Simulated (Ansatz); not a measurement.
Molecule: CH$_{7}$O$_{3}$Si (charge +1, singlet). It need not be the lowest isomer of its formula. 
Structure (B3LYP-D3(BJ)/def2-TZVP (Ansatz, a program for electronic structure) minimum search):
```xyz
12

Si    -0.0122     0.1641     0.1081
C     -1.8140     0.4622     0.1684
O      0.2890    -1.3499    -0.8754
O      0.8801     1.1096    -0.8379
O      0.7057    -0.4098     1.4271
H     -2.3347    -0.3726     0.6400
H     -2.2223     0.6116    -0.8324
H     -2.0268     1.3611     0.7532
H      0.7410    -1.2401    -1.7305
H      0.7398     2.0467    -1.0004
H      0.5221    -0.1531     2.3352
H      0.6366    -2.1245    -0.3992
```
Charge +1, spin multiplicity 1.

Basis-set convergence of Hartree-Fock and MP2 correlation energies (hartree) with Ansatz. Cores are frozen in the correlated levels unless marked. No spin-orbit coupling. No relativistic terms.

```json
[
 {"basis": "cc-pV(D+d)Z", "functions": "114", "E(HF)": "-555.39205", "E(corr, MP2)": "-0.80215"},
 {"basis": "cc-pV(T+d)Z", "functions": "257", "E(HF)": "…", "E(corr, MP2)": "…"}
]
```

Problem. Some entries are withheld; supply them.

Solution. 
- cc-pV(T+d)Z, E(HF): -555.51427
- cc-pV(T+d)Z, E(corr, MP2): -1.01661
